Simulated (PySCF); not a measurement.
SnOCl2, SMILES [O]=[Sn]([Cl])[Cl]. Geometry: PBE-D3(BJ)/def2-SVP. The def2 effective core potentials stand for the cores of Sn; spin–orbit coupling is left out.

The numbers are results of PBE-D3(BJ)/def2-SVP (PySCF), not measurements.

Harmonic wavenumbers (cm⁻¹): 110, 117, 135, 354, 369, 789. Rotational constants (GHz): 2.831, 2.074, 1.197; symmetry number 2.

Problem. Work out the zero-point energy and the ideal-gas rigid-rotor harmonic-oscillator thermochemistry at 298.15 K and 1 atm.

Solution. ZPE = ½ Σ hcν = ½ × 1874 cm⁻¹ = 2.68 kcal/mol. H − E(el) = 6.85 kcal/mol. Entropy in cal/(mol K): translation 41.87, rotation 26.84, vibration 11.74, total 80.45. G − E(el) = -17.14 kcal/mol. Cp = 17.52 cal/(mol K). Modes under 150 cm⁻¹ make the vibrational entropy uncertain.
